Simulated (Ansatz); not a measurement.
**How methods differ on SnO (tin(ii) oxide)**

The species is SnO (2 atoms), meant as a singlet with charge 0. As SMILES, `[O]=[Sn]`. The shape is that of a PBE0-D4/def2-TZVP optimisation.

```xyz
2

O     0.0000    0.0000   -0.0071
Sn    0.0000    0.0000    1.8107
```

Each level gives the energy change with the O1–Sn2 bond stretched from 1.818 to 2.727 Å (eV). The values are calculated.

```csv
level,kind,program,value (eV),less FCI/STO-3G,CPU time (all runs)
HF/STO-3G (restricted),Hartree–Fock,Ansatz,5.39,+1.25,0.94 s
SVWN5/STO-3G (restricted),LDA,Ansatz,5.83,+1.69,2.9 s
PBE/STO-3G (restricted),GGA,Ansatz,5.44,+1.30,4.3 s
r2SCAN/STO-3G (restricted),meta-GGA,Ansatz,5.94,+1.80,12 s
r2SCAN0/STO-3G (restricted),hybrid meta-GGA,Ansatz,6.75,+2.61,6.2 s
HSE06/STO-3G (restricted),range-separated hybrid,Ansatz,6.38,+2.24,3 s
RPA@PBE/STO-3G (restricted),RPA,Ansatz,4.16,+0.02,6.9 s
FCI/STO-3G,exact in the basis,Ansatz,4.14,0.00,3.1 s
```

FCI/STO-3G is exact within its basis and frozen core, so for wave-function methods in that basis the difference is their error; functionals converge differently with the basis, so for them it is only a difference. Spin-restricted single references rise too steeply as a bond breaks. All-electron rows without a relativistic Hamiltonian named are non-relativistic. The first shape isn't each level's own minimum. The values span 4.14 to 6.75 eV. All rows use very small basis sets, so even the best lies far from the true value. CPU times are rough (shared hosts, several kinds of processor): they show what a rung costs within a factor of a few.
